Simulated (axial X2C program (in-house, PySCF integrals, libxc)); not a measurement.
Spectroscopic constants of VN

All values were computed with an in-house all-electron X2C program for linear molecules (integrals from PySCF). Spin-free means the one-electron spin-free X2C Hamiltonian; two-component (2c) means X2C with spin–orbit coupling and atomic mean-field two-electron Coulomb and Gaunt terms, so the difference of the two also holds small scalar two-electron terms. Basis: V dyall-cv3z [10s10p6d4f2g], N dyall-av3z [7s7p3d2f] (cores contracted in-house); Gaussian nuclei, density fitting, unrestricted open shells. Masses: V 50.944 u, N 14.003 u.

The run was started with this input:
```json
{"zs": [23, 7], "q": 0, "bas": ["dyall-cv3z", "dyall-av3z"], "levels": ["PBE0", "HF", "BP86"], "cc": true, "r0": 1.72, "thr": -2.0, "nmax": 90, "npts": 10, "nst": 2, "ntry": 6}
```
```bash
python so2c.py task.json out
```

Keys: zs atomic numbers; q charge; bas basis sets; levels methods; cc coupled cluster on or off; r0 starting distance in Å; thr threshold in hartree for freezing inner shells (an s shell follows its p shell); nmax most natural virtual spinors; npts points on the curve; nst determinants followed; ntry starts of the search. HF also brings MP2.

State, spin-free: M_S = 1, Λ = 2 (beyond evenly filled blocks: σα, δ+α); electrons by block: σα: 9, σβ: 8, π+α: 3, π+β: 3, π-α: 3, π-β: 3, δ+α: 1. Fragments: V + N.

State, 2c: Ω = 1 (⟨Sz⟩ = -1.00, ⟨Lz⟩ = 2.00 at BP86); electrons by block: 1/2: 11, -1/2: 12, 3/2: 4, -3/2: 3. Fragments: V + N.

```tsv
Hamiltonian	level	Re (Å)	ωe (cm⁻¹)	ωexe (cm⁻¹)	Be (cm⁻¹)	μ (D)
spin-free	BP86	1.551	1099.5	5.95	0.6381	-3.22
2c	BP86	1.551	1099.4	5.95	0.6381	-3.22
```

Dipoles are positive if N is the positive end.

Occupations by symmetry block were frozen at the best pattern of an incomplete PBE0 search. De is not given where an atomic determinant may have missed its ground term or J level, or where the truncated virtual space spoils (T). Density functionals use the spin component along the axis (collinear). Other states lie close and PBE0, whose exact exchange favours high spin, may order them wrongly; the determinant shown need not be the ground state. The nearest other spin-free determinant of the search, M_S = 0, Λ = 2, lies 0.37 eV up at the distance of the search. The functionals have no current-density term, which raises determinants with orbital currents, atoms included. With several unpaired electrons one determinant need not be a pure state. At some level and bond length an empty orbital lies below a filled one. The determinant is spin-polarised beyond a pure state at some levels (its spin-free form has ⟨S²⟩ too high), which makes Re and μ there less reliable.

No reliable constants came from CCSD (2c), CCSD (spin-free), CCSD(T) (2c), CCSD(T) (spin-free), HF (2c), HF (spin-free), MP2 (2c), MP2 (spin-free), PBE0 (2c), PBE0 (spin-free): no minimum in range, unconverged points, a curve that is not smooth, a change of character along it, or the two Hamiltonians disagreeing along it.

Rough cost a point (2c) on 1 thread(s) of a shared host, integrals apart: BP86 0.4 s.

The whole task took 2.6 min on 1 thread of Arm Neoverse V1, on a shared host.
